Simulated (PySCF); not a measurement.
Polarisability and C₆ of Ga³⁺ (gallium, charge +3)

[Ar] 3d10, closed-shell 1S. All numbers are calculated (PySCF 2.14, scalar relativity by spin-free X2C-1e, in ANO-RCC-VTZP). Coupled (time-dependent) response in atomic units; α is the mean over directions. The basis has no added diffuse functions, which lowers α and C₆.

| method | mean α (bohr³) | C₆ (like pair) | S(−4) |
| --- | --- | --- | --- |
| UHF | 0.9418 | 1.826 | 0.3760 |
| PBE | 1.118 | 2.081 | 0.7221 |
| PBE0 | 1.055 | 1.991 | 0.5836 |
| r2SCAN0 | 1.024 | 1.959 | 0.5155 |
| B97-3 | 1.045 | 1.977 | 0.5605 |

S(−4) is the Cauchy moment in α(ω) = α(0) + S(−4) ω² + …

α(iu) at PBE:

```tsv
u (hartree)	α(iu) (bohr³)
0	1.118
0.0500	1.116
0.100	1.111
0.200	1.091
0.300	1.059
0.500	0.9757
0.750	0.8638
1.00	0.7661
1.50	0.6275
2.00	0.5407
3.00	0.4341
5.00	0.3056
```

For an ion, C₆ is the dispersion term alone; charge-induced terms of lower order in 1/R come first.
